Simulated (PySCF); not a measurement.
Species: NbSCl3 (singlet state).
Bonds: Nb1–S2, Nb1–Cl3, Nb1–Cl4, Nb1–Cl5.

Computed, not measured: PySCF 2.14.0, PBE0-D3(BJ)/def2-SVP geometry optimisation, gas phase, def2 core potentials past Kr.

**Question.** How far are the bound atoms from Nb1?

**Answer.** 4 atoms: S2 2.118 Å, Cl3 2.268 Å, Cl5 2.273 Å, Cl4 2.273 Å.

**Question.** List the angles at Nb1.

**Answer.** 
| angle | degrees | distance of the outer atoms (Å) |
| --- | --- | --- |
| Cl4–Nb1–Cl5 | 111.6 | 3.76 |
| Cl3–Nb1–Cl4 | 110.7 | 3.74 |
| Cl3–Nb1–Cl5 | 110.3 | 3.73 |
| S2–Nb1–Cl5 | 108.3 | 3.56 |
| S2–Nb1–Cl4 | 108.0 | 3.55 |
| S2–Nb1–Cl3 | 107.8 | 3.54 |

**Question.** What is the shape at Nb1?

**Answer.** Tetrahedral: angles from 107.8° to 111.6°; τ4 = (360° − α − β)/141° = 0.98 with α and β the two widest (0 for a square, 1 for a tetrahedron). Differences among atoms that C3v makes equivalent are scatter left by the optimiser.

Point group: C3v (every atom within 0.08 Å of its image). Charge 0, singlet. Whether it is a minimum is left open (no frequencies).
